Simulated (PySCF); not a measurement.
Isomers of C3H13FSi3, mass 152.031 u with the commonest isotopes. Method: PBE0/pcSseg-1 in PySCF (dipole) on a GFN2-xTB geometry, gas phase. One conformer each, none proved a minimum here; rigid rotors.

Task: Order these by rotational constant B, largest first.
A. `[F:1][CH2:2][CH2:3][Si@H:4]([SiH3:5])[CH2:6][SiH3:7]` with F1–C2–C3–Si4 -55°, C2–C3–Si4–Si5 65°, C3–Si4–C6–Si7 -170°
B. `[CH3:1][CH2:2][Si@H:3]([CH2:4][SiH3:5])[SiH2:6][F:7]` with C1–C2–Si3–C4 63°, C2–Si3–C4–Si5 170°, C2–Si3–Si6–F7 -53°
C. `[CH3:1][CH2:2][Si@@H:3]([CH2:4][F:5])[SiH2:6][SiH3:7]` with C1–C2–Si3–C4 -74°, C2–Si3–C4–F5 163°, C2–Si3–Si6–Si7 -75°
D. `[CH3:1][Si@@H:2]([CH2:3][SiH3:4])[CH2:5][SiH2:6][F:7]` with C1–Si2–C3–Si4 61°, C1–Si2–C5–Si6 -174°, Si2–C5–Si6–F7 -174°

Result: C (1005 MHz), B (864.0 MHz), A (819.0 MHz), D (750.0 MHz).

Task: Order these by dipole moment, smallest first.
A. `[CH3:1][CH2:2][Si@@H:3]([CH2:4][F:5])[SiH2:6][SiH3:7]` with C1–C2–Si3–C4 -74°, C2–Si3–C4–F5 163°, C2–Si3–Si6–Si7 -75°
B. `[F:1][CH2:2][CH2:3][Si@H:4]([SiH3:5])[CH2:6][SiH3:7]` with F1–C2–C3–Si4 -55°, C2–C3–Si4–Si5 65°, C3–Si4–C6–Si7 -170°
C. `[CH3:1][SiH2:2][Si@@H:3]([CH2:4][F:5])[CH2:6][SiH3:7]` with C1–Si2–Si3–C4 -61°, Si2–Si3–C4–F5 57°, Si2–Si3–C6–Si7 176°

Result: C (0.76 D), A (2.20 D), B (2.33 D).

Task: Order these by rotational constant C, smallest first.
A. `[CH3:1][Si@@H:2]([CH2:3][SiH3:4])[CH2:5][SiH2:6][F:7]` with C1–Si2–C3–Si4 61°, C1–Si2–C5–Si6 -174°, Si2–C5–Si6–F7 -174°
B. `[F:1][CH2:2][CH2:3][Si@H:4]([SiH3:5])[CH2:6][SiH3:7]` with F1–C2–C3–Si4 -55°, C2–C3–Si4–Si5 65°, C3–Si4–C6–Si7 -170°
C. `[CH3:1][SiH2:2][Si@@H:3]([CH2:4][F:5])[CH2:6][SiH3:7]` with C1–Si2–Si3–C4 -61°, Si2–Si3–C4–F5 57°, Si2–Si3–C6–Si7 176°
D. `[CH3:1][CH2:2][Si@H:3]([CH2:4][SiH3:5])[SiH2:6][F:7]` with C1–C2–Si3–C4 63°, C2–Si3–C4–Si5 170°, C2–Si3–Si6–F7 -53°
E. `[CH3:1][CH2:2][Si@@H:3]([CH2:4][F:5])[SiH2:6][SiH3:7]` with C1–C2–Si3–C4 -74°, C2–Si3–C4–F5 163°, C2–Si3–Si6–Si7 -75°

Result: A (597.4 MHz), D (617.7 MHz), C (643.1 MHz), B (667.0 MHz), E (778.6 MHz).

| SMILES | point group | Ia (u·Å²) | Ib (u·Å²) | Ic (u·Å²) | κ | μa (D) | μb (D) | μc (D) |
| --- | --- | --- | --- | --- | --- | --- | --- | --- |
| CC[Si@@H](CF)[SiH2][SiH3] | C1 | 374.07 | 503.08 | 649.12 | -0.21 | 1.45 | 1.58 | 0.48 |
| C[Si@@H](C[SiH3])C[SiH2]F | C1 | 290.26 | 673.86 | 845.93 | -0.73 | 2.09 | 0.70 | 0.60 |
| C[SiH2][Si@@H](CF)C[SiH3] | C1 | 274.11 | 678.63 | 785.87 | -0.83 | 0.09 | 0.64 | 0.40 |
| FCC[Si@H]([SiH3])C[SiH3] | C1 | 290.32 | 617.07 | 757.68 | -0.72 | 0.34 | 2.21 | 0.66 |
| CC[Si@H](C[SiH3])[SiH2]F | C1 | 332.20 | 584.91 | 818.20 | -0.45 | 1.43 | 1.68 | 0.68 |
